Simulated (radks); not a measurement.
Values are calculated unless marked as measured or tabulated.
Charge is removed step by step from the 1s down level of neutral xenon, starting from 1s(up 1, down 1) 2s2 2p6 3s2 3p6 3d10 4s2 4p6 4d10 5s2 5p6. Level of theory: scalar-relativistic Kohn-Sham, PBE, spin-polarised, spherical densities, finite nucleus; Fermi nuclear charge, rms radius 4.7859 fm (a radial shooting solver on a logarithmic mesh with Libxc functionals).

removed (e) = 0: E - E(0) (eV) 0.000; eigenvalue (eV) -34370; E minus straight line (eV) 0.000
removed (e) = 0.25: E - E(0) (eV) 8608.2; eigenvalue (eV) -34536; E minus straight line (eV) -57.709
removed (e) = 0.5: E - E(0) (eV) 17257.0; eigenvalue (eV) -34693; E minus straight line (eV) -74.909
removed (e) = 0.75: E - E(0) (eV) 25944; eigenvalue (eV) -34838; E minus straight line (eV) -53.952
removed (e) = 1: E - E(0) (eV) 34664; eigenvalue (eV) -34945; E minus straight line (eV) 0.000

Removing the whole electron costs 34664 eV by Delta-SCF, against 34370 eV from minus the eigenvalue at the starting occupation. Slater's transition state (half an electron removed) gives 34693 eV. Integrating minus the eigenvalue over the occupation (Janak's theorem) gives 34683 eV. In this scalar-relativistic scheme the density is built from large components alone, so the theorem holds only approximately. The mean slope of the eigenvalue, de/dn, is 574 eV per electron.
